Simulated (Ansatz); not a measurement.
`[F][Ti]([F])([Br])[Br]` and `[OH][Ti]([F])([F])[Br]` differ in one atom or group.

Ansatz, PBE0-D4/def2-TZVP geometries, multiplicity 1. Each molecule was computed in one conformer, which needn't be the lowest.

Scalar relativity is left out up to krypton.

```
                               property  `[F][Ti]([F])([Br])[Br]`
  HOMO energy (ωB97M-V/def2-TZVPP) / eV                    -11.17
  LUMO energy (ωB97M-V/def2-TZVPP) / eV                     -1.54
     LUMO energy (PBE0/def2-TZVPP) / eV                     -3.65
HOMO–LUMO gap (ωB97M-V/def2-TZVPP) / eV                      9.63
    LUMO energy (B3LYP/def2-TZVPP) / eV                     -3.87
    HOMO–LUMO gap (PBE/def2-TZVPP) / eV                      3.38
```

Question: What does the change do to each property? (Estimate.)

Answer: The calculation gave: 
| property | `[OH][Ti]([F])([F])[Br]` | shift |
| --- | --- | --- |
| HOMO energy (ωB97M-V/def2-TZVPP) / eV | -11.10 | 0.07 |
| LUMO energy (ωB97M-V/def2-TZVPP) / eV | -0.68 | 0.86 |
| LUMO energy (PBE0/def2-TZVPP) / eV | -2.91 | 0.74 |
| HOMO–LUMO gap (ωB97M-V/def2-TZVPP) / eV | 10.42 | 0.79 |
| LUMO energy (B3LYP/def2-TZVPP) / eV | -3.20 | 0.67 |
| HOMO–LUMO gap (PBE/def2-TZVPP) / eV | 3.80 | 0.42 |

With PBE0 the HOMO rises by 0.13 eV and the LUMO rises by 0.74 eV, so the gap widens by about 0.61 eV. PBE moves the HOMO by 0.19 eV and ωB97M-V by 0.07 eV. The zero-point energy changes by 30.0 kJ/mol with +3 modes.

B3LYP here is the variant with VWN-RPA as its local correlation; programs differ in this.

Spin–orbit coupling is left out; it splits and shifts lone-pair levels of the heavy atoms by tenths of an eV.
